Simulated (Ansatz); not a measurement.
Geometry optimisation of CH₈O₂Si₂, SMILES `OC(O)[SiH2][SiH3]`.

```yaml
crystal:
  periodic: [false, false, false]
  atoms:
    - {symbol: O, position_ang: [0.323686, 1.011687, 1.488104]}
    - {symbol: C, position_ang: [-0.632676, 0.014018, 1.153577]}
    - {symbol: O, position_ang: [-1.939317, 0.342014, 1.563217]}
    - {symbol: Si, position_ang: [-0.669208, -0.289465, -0.757131]}
    - {symbol: Si, position_ang: [1.579423, -0.435332, -1.430067]}
    - {symbol: H, position_ang: [0.055464, 1.828505, 1.021900]}
    - {symbol: H, position_ang: [-0.250807, -0.901093, 1.667882]}
    - {symbol: H, position_ang: [-1.932216, 0.391376, 2.540735]}
    - {symbol: H, position_ang: [-1.312946, 0.917015, -1.392943]}
    - {symbol: H, position_ang: [-1.459244, -1.518678, -1.120639]}
    - {symbol: H, position_ang: [1.702846, -0.899091, -2.859037]}
    - {symbol: H, position_ang: [2.317340, -1.409195, -0.548499]}
    - {symbol: H, position_ang: [2.237856, 0.913638, -1.312598]}
basis:
  gaussian: {orbitals: def2-TZVP}
hamiltonian: {xc: pbe0, dispersion: d4}
relax: {f_tol: 0.005, max_steps: 150}
```

```sh
$ ansatz run in.yaml --threads 4 --pin off --events-out ev --progress --plain --max-ram 10444MiB
```

It prints (some lines left out):

```
Functional definition: PBE0
mean field -21006.41383236 eV, -771.9714696804 hartree, gradient 1.7e-5 eV, S^2 0.000000; 0 other end points of the search recorded, 0 dependent functions left out
relax step   1: F+E_penalty+E_count = -21006.65313688 eV  Δ(F+E_penalty+E_count) = +0.000e0 eV  max|allowed force component| = 7.596e-1 eV/Å  Δτ_max = 0.0000 Å  (28 SCF iters, accepted)
mean field -21006.45609114 eV, -771.9730226620 hartree, gradient 2.1e-5 eV, S^2 0.000000; 0 other end points of the search recorded, 0 dependent functions left out
relax step   2: F+E_penalty+E_count = -21006.69500711 eV  Δ(F+E_penalty+E_count) = -4.187e-2 eV  max|allowed force component| = 2.261e-1 eV/Å  Δτ_max = 0.0488 Å  (31 SCF iters, accepted)
mean field -21006.46075576 eV, -771.9731940838 hartree, gradient 2.1e-5 eV, S^2 0.000000; 0 other end points of the search recorded, 0 dependent functions left out
relax step   3: F+E_penalty+E_count = -21006.69993460 eV  Δ(F+E_penalty+E_count) = -4.927e-3 eV  max|allowed force component| = 8.173e-2 eV/Å  Δτ_max = 0.0308 Å  (31 SCF iters, accepted)
mean field -21006.46469235 eV, -771.9733387507 hartree, gradient 2.0e-5 eV, S^2 0.000000; 0 other end points of the search recorded, 0 dependent functions left out
relax step   4: F+E_penalty+E_count = -21006.70250780 eV  Δ(F+E_penalty+E_count) = -2.573e-3 eV  max|allowed force component| = 6.083e-2 eV/Å  Δτ_max = 0.0697 Å  (30 SCF iters, accepted)
mean field -21006.46591343 eV, -771.9733836245 hartree, gradient 2.0e-5 eV, S^2 0.000000; 0 other end points of the search recorded, 0 dependent functions left out
relax step   5: F+E_penalty+E_count = -21006.70349517 eV  Δ(F+E_penalty+E_count) = -9.874e-4 eV  max|allowed force component| = 2.981e-2 eV/Å  Δτ_max = 0.0289 Å  (31 SCF iters, accepted)
mean field -21006.46713509 eV, -771.9734285196 hartree, gradient 2.1e-5 eV, S^2 0.000000; 0 other end points of the search recorded, 0 dependent functions left out
relax step   6: F+E_penalty+E_count = -21006.70425606 eV  Δ(F+E_penalty+E_count) = -7.609e-4 eV  max|allowed force component| = 4.866e-2 eV/Å  Δτ_max = 0.0500 Å  (30 SCF iters, accepted)
mean field -21006.46779924 eV, -771.9734529268 hartree, gradient 2.1e-5 eV, S^2 0.000000; 0 other end points of the search recorded, 0 dependent functions left out
relax step   7: F+E_penalty+E_count = -21006.70469383 eV  Δ(F+E_penalty+E_count) = -4.378e-4 eV  max|allowed force component| = 4.420e-2 eV/Å  Δτ_max = 0.0354 Å  (31 SCF iters, accepted)
mean field -21006.46842024 eV, -771.9734757482 hartree, gradient 2.1e-5 eV, S^2 0.000000; 0 other end points of the search recorded, 0 dependent functions left out
relax step   8: F+E_penalty+E_count = -21006.70514472 eV  Δ(F+E_penalty+E_count) = -4.509e-4 eV  max|allowed force component| = 4.201e-2 eV/Å  Δτ_max = 0.0441 Å  (30 SCF iters, accepted)
mean field -21006.46841867 eV, -771.9734756903 hartree, gradient 2.1e-5 eV, S^2 0.000000; 0 other end points of the search recorded, 0 dependent functions left out
relax step   9: F+E_penalty+E_count = -21006.70518783 eV  Δ(F+E_penalty+E_count) = -4.310e-5 eV  max|allowed force component| = 2.889e-2 eV/Å  Δτ_max = 0.0241 Å  (31 SCF iters, accepted)
mean field -21006.46855951 eV, -771.9734808661 hartree, gradient 2.1e-5 eV, S^2 0.000000; 0 other end points of the search recorded, 0 dependent functions left out
relax step  10: F+E_penalty+E_count = -21006.70535805 eV  Δ(F+E_penalty+E_count) = -1.702e-4 eV  max|allowed force component| = 1.900e-2 eV/Å  Δτ_max = 0.0154 Å  (31 SCF iters, accepted)
mean field -21006.46857338 eV, -771.9734813758 hartree, gradient 2.1e-5 eV, S^2 0.000000; 0 other end points of the search recorded, 0 dependent functions left out
relax step  11: F+E_penalty+E_count = -21006.70539832 eV  Δ(F+E_penalty+E_count) = -4.027e-5 eV  max|allowed force component| = 9.901e-3 eV/Å  Δτ_max = 0.0042 Å  (32 SCF iters, accepted)
mean field -21006.46859377 eV, -771.9734821254 hartree, gradient 2.1e-5 eV, S^2 0.000000; 0 other end points of the search recorded, 0 dependent functions left out
relax step  12: F+E_penalty+E_count = -21006.70541976 eV  Δ(F+E_penalty+E_count) = -2.144e-5 eV  max|allowed force component| = 6.785e-3 eV/Å  Δτ_max = 0.0032 Å  (32 SCF iters, accepted)
mean field -21006.46862037 eV, -771.9734831027 hartree, gradient 2.1e-5 eV, S^2 0.000000; 0 other end points of the search recorded, 0 dependent functions left out
relax step  13: F+E_penalty+E_count = -21006.70543420 eV  Δ(F+E_penalty+E_count) = -1.444e-5 eV  max|allowed force component| = 7.789e-3 eV/Å  Δτ_max = 0.0061 Å  (32 SCF iters, accepted)
mean field -21006.46865479 eV, -771.9734843676 hartree, gradient 2.1e-5 eV, S^2 0.000000; 0 other end points of the search recorded, 0 dependent functions left out
relax step  14: F+E_penalty+E_count = -21006.70544343 eV  Δ(F+E_penalty+E_count) = -9.237e-6 eV  max|allowed force component| = 6.062e-3 eV/Å  Δτ_max = 0.0074 Å  (32 SCF iters, accepted)
mean field -21006.46868118 eV, -771.9734853375 hartree, gradient 2.1e-5 eV, S^2 0.000000; 0 other end points of the search recorded, 0 dependent functions left out
relax step  15: F+E_penalty+E_count = -21006.70544743 eV  Δ(F+E_penalty+E_count) = -4.000e-6 eV  max|allowed force component| = 5.009e-3 eV/Å  Δτ_max = 0.0043 Å  (33 SCF iters, accepted)
mean field -21006.46871299 eV, -771.9734865065 hartree, gradient 2.1e-5 eV, S^2 0.000000; 0 other end points of the search recorded, 0 dependent functions left out
relax step  16: F+E_penalty+E_count = -21006.70544929 eV  Δ(F+E_penalty+E_count) = -1.856e-6 eV  max|allowed force component| = 2.892e-3 eV/Å  Δτ_max = 0.0031 Å  (33 SCF iters, accepted)
mean field -21006.46871299 eV, -771.9734865065 hartree, gradient 2.1e-5 eV, S^2 0.000000; 1 other end points of the search recorded, 0 dependent functions left out
Total energy: -21006.70548667 eV, -771.9821877787 hartree
Atom 0 at     0.161828     1.198173     1.509070 Å, force    -0.000558     0.001497    -0.000820 eV/Å
Atom 1 at    -0.601367     0.065746     1.160776 Å, force     0.002892    -0.000910     0.000386 eV/Å
Atom 2 at    -1.935528     0.180655     1.575674 Å, force    -0.001799     0.000167     0.000502 eV/Å
Atom 3 at    -0.601848    -0.240415    -0.730872 Å, force    -0.000988    -0.000152     0.000872 eV/Å
Atom 4 at     1.604502    -0.508769    -1.461124 Å, force     0.002496    -0.000281    -0.000842 eV/Å
Atom 5 at    -0.206846     1.960014     1.048988 Å, force     0.000286    -0.001633     0.000994 eV/Å
Atom 6 at    -0.098808    -0.761676     1.678565 Å, force    -0.001373     0.001002    -0.000569 eV/Å
Atom 7 at    -1.947458     0.254629     2.536833 Å, force     0.000728    -0.000123    -0.000890 eV/Å
Atom 8 at    -1.204870     0.967669    -1.364028 Å, force     0.000453     0.000007    -0.000096 eV/Å
Atom 9 at    -1.423400    -1.433117    -1.070839 Å, force     0.000468    -0.000005     0.000075 eV/Å
Atom 10 at     1.630321    -0.875345    -2.903279 Å, force    -0.000480     0.000260     0.000585 eV/Å
Atom 11 at     2.270760    -1.592745    -0.688590 Å, force    -0.001209     0.000319    -0.000089 eV/Å
Atom 12 at     2.372915     0.750580    -1.276673 Å, force    -0.000916    -0.000147    -0.000109 eV/Å
Dipole moment:    -0.044907     0.035925     0.122604 e Å
```

Run time 71 s (4 threads of an Arm Neoverse V1 on a shared host); peak host memory 0.62 GiB.
